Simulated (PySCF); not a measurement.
PbBr, SMILES [Br][Pb+] (connectivity only; charge and spin as stated), charge +1, multiplicity 1. Atoms are numbered in the order given.

```xyz
2

Pb     0.0000     0.0000    -0.7515
Br     0.0000     0.0000     1.7606
```
Charge +1, spin multiplicity 1.

Coordinates come from a PBE-D3(BJ)/def2-TZVP optimisation. The multiplicity is an assumed one; other spin states were not compared. The def2 effective core potentials stand for the cores of Pb; spin–orbit coupling is left out.

Computed with PBE-D3(BJ)/def2-TZVP run with PySCF 2.14.0.

Frequencies are harmonic and unscaled.

Computed vibrational spectrum:
```json
[
 {"mode": "1", "ν (cm⁻¹)": "250", "IR (km/mol)": "18.5", "moving atoms (share of kinetic energy)": "Br 72 %, Pb 28 %"}
]
```
